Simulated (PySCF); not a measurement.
C₃H₆GeO₃, SMILES C#C[CH2][Ge]([OH])([OH])[OH] (connectivity only; charge and spin as stated), charge -1, multiplicity 2.

The structure is a stationary point at B3LYP-D3(BJ)/def2-SVPD. The values are those of a single conformer.

These are PySCF with B3LYP/def2-SVPD values and carry that method's errors.

Gas-phase values at a fixed geometry. A positive occupied level means that this level leaves the electron formally unbound; only the finite basis holds it.

```yaml
total_energy: -2420.18030 hartree
"α spin, highest occupied and lowest empty level": 0.01 and 3.75 eV
"β spin, highest occupied and lowest empty level": -2.52 and 2.19 eV
dipole_moment_about_the_centre_of_nuclear_charge: 2.82 D
mean_static_polarisability: 112.8 bohr³ (16.72 Å³)
polarisability_principal_values: 95.7, 109.5, 133.2 bohr³
"⟨S²⟩": 0.753 (pure state 0.75)
```
